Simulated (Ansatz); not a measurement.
A run for Ansatz (a quantum-chemistry and plane-wave program): R-CCSD(T)/aug-cc-pVTZ on N2 (SMILES N#N).

Ansatz 0.2 input:
```yaml
crystal:
  periodic: [false, false, false]
  atoms:
    - {symbol: N, position_ang: [-0.43060379, -0.20177426, 3.30949930]}
    - {symbol: N, position_ang: [0.36422308, 0.15477156, 3.96604128]}
basis:
  gaussian:
    orbitals: aug-cc-pVTZ
magnetization: {spin_polarized: false}
correlation: {method: ccsd_t, electrons: outside_noble_gas}
scf: {lower_state_search: off}
```

The head of its log:

```
WARN ansatz: RAYON_NUM_THREADS=1 ignored (pool sized by the plan → 1); use --threads N
Functional definition: HF
these checks for a lower state are left out or cut short: stability, starts, cluster_reference, orbital_swaps, neighbouring_geometries, increment
integrals: 0.08 GiB planned
550 factors; integrals over basis functions are off by at most 9.2e-4 eV
mean field: 0.11 GiB planned
mean field evaluation 1: about -2965.3194 eV, gradient 1.1e1 eV
mean field evaluation 2: about -2965.3340 eV, gradient 1.1e1 eV
mean field evaluation 4: about -2965.6564 eV, gradient 6.0e-1 eV
mean field evaluation 8: about -2965.6573 eV, gradient 2.9e-4 eV
mean field -2965.65732486 eV, -108.9858964937 hartree, gradient 2.9e-6 eV, S^2 0.000000; 0 other end points of the search recorded, 0 dependent functions left out
2 core orbitals not correlated
reference -2965.65732486 eV, -108.9858964937 hartree; 5, 5 occupied and 85, 85 virtual orbitals, 550 factors
```

**Question.** Predict the final total energy.

**Answer.** -109.3804 hartree (reference determinant -108.9859, T1 diagnostic 0.013).
